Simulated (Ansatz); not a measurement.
Reaction (hydrogenolysis of the Si–C bond): `C=CS[SiH2]C` + H₂ → `C=CS[SiH3]` + CH₄

Isolated molecules relaxed with PBE0-D4/def2-TZVP in Ansatz; ΔE leaves out vibrations. CBS: MP2 limit from def2 TZ/QZ plus the TZ coupled-cluster correction, frozen cores. This one scheme is used for every species. DFT in def2-TZVPP. Each species was taken in one conformer, which may not be the lowest.

(1) Is it downhill or uphill in electronic energy at CCSD(T)/CBS, and by how much? (An estimate is asked.)

(2) What do these levels give: r2SCAN-D4, B97M-V, CAM-B3LYP-D4, HF/def2-SVP, CCSD/def2-SVP, HF/def2-TZVPP? (An estimate is asked.)

Largest T1 diagnostic among the species: 0.012.

Answers

(1) Computed: Downhill: ΔE = -0.22 eV.

(2) Ansatz gave: r2SCAN-D4 -0.20, B97M-V -0.27, CAM-B3LYP-D4 -0.28, HF/def2-SVP -0.53, CCSD/def2-SVP -0.40, HF/def2-TZVPP -0.46 eV.

In def2-TZVPP, CCSD(T) changes the Hartree–Fock value by +0.22 eV (the triples alone add +0.04 eV) and MP2 by +0.27 eV. Leaving LDA and LC-ωPBE aside and taking each functional with its dispersion term where it has one, the values, not all of them listed here, spread over 0.13 eV, from BHLYP-D4 to revPBE-D4. LDA lies +0.07 eV from PBE without D4.
